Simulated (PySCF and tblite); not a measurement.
Values are calculated unless marked as measured or tabulated.
Molecule: 2-vinyl-1,3-dioxolane, C5H8O2, numbered as in [CH2:1]=[CH:2][CH:3]1[O:4][CH2:5][CH2:6][O:7]1.

The ring 3–4–5–6–7 is held at Altona–Sundaralingam phase angles P (ν_j = ν_max cos(P + 144°(j − 2)), ν_j about the bond from ring atom j to j + 1, counted from 0) and the rest relaxed at GFN2-xTB. Energies: PBE0/pcSseg-1 + D3(BJ). Programs: tblite and PySCF.

GFN2-xTB profile:

(phase angle P °, kcal/mol): (18, 1.06), (36, 1.11), (54, 1.10), (72, 1.04), (90, 1.05), (108, 1.05), (126, 1.06), (144, 1.01), (162, 0.90), (180, 0.73), (198, 0.53), (216, 0.37), (234, 0.24), (252, 0.12), (270, 0.00), (288, 0.01), (306, 0.20), (324, 0.44), (342, 0.71), (360, 0.93)

Question: Give the DFT energy and dipole along the phase angle P.

Answer: 
| phase angle P ° | E kcal/mol | dipole D | amplitude ° |
| --- | --- | --- | --- |
| 36 | 1.18 | 1.43 | 35 |
| 72 | 1.39 | 1.50 | 36 |
| 108 | 1.29 | 1.48 | 34 |
| 144 | 0.85 | 1.43 | 34 |
| 180 | 0.65 | 1.37 | 34 |
| 216 | 0.46 | 1.46 | 35 |
| 252 | 0.58 | 1.59 | 36 |
| 288 | 0.00 | 1.60 | 38 |
| 324 | 0.09 | 1.46 | 35 |
| 360 | 0.69 | 1.37 | 34 |

Question: How free is the pseudorotation?

Answer: The sampled points span 1.39 kcal/mol, from P = 288° to P = 72°; RT at 298 K is 0.59 kcal/mol, so it is hindered but fast.
